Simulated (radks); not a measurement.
Polarisability of the nitrogen ion N3+, [He] 2s2, at imaginary frequency. Calculated with a radial shooting solver on a logarithmic mesh with Libxc functionals: scalar-relativistic Kohn-Sham, exchange-only LDA, spin-unpolarised, spherical densities, finite nucleus; Fermi nuclear charge, rms radius 2.5582 fm. Response by self-consistent Sternheimer equations with the Hartree and adiabatic exchange-only LDA kernel, the relativistic mass of each level held fixed and spin-orbit coupling left out.

w (hartree),alpha1(iw) (bohr^3),alpha2(iw) (bohr^5)
0.00266,2.094,1.531
0.0143,2.093,1.531
0.0360,2.086,1.530
0.0697,2.065,1.529
0.118,2.011,1.525
0.186,1.901,1.516
0.280,1.705,1.498
0.413,1.410,1.461
0.605,1.049,1.388
0.892,0.6962,1.253
1.35,0.4167,1.019
2.12,0.2245,0.6859
3.59,0.1037,0.3409
6.94,0.03715,0.1105
17.5,0.008515,0.01884

Static values: alpha1 = 2.094 bohr^3 (0.3103 angstrom^3; uncoupled 3.987), alpha2 = 1.531 bohr^5, alpha3 = 3.271 bohr^7. C6 = 2.061, C8 = 11.70, triple-dipole C9 = 3.120 atomic units. One-pole (London) frequency 4 C6 / (3 alpha1^2) = 0.627 hartree, against 2.433 for minus the highest occupied eigenvalue.
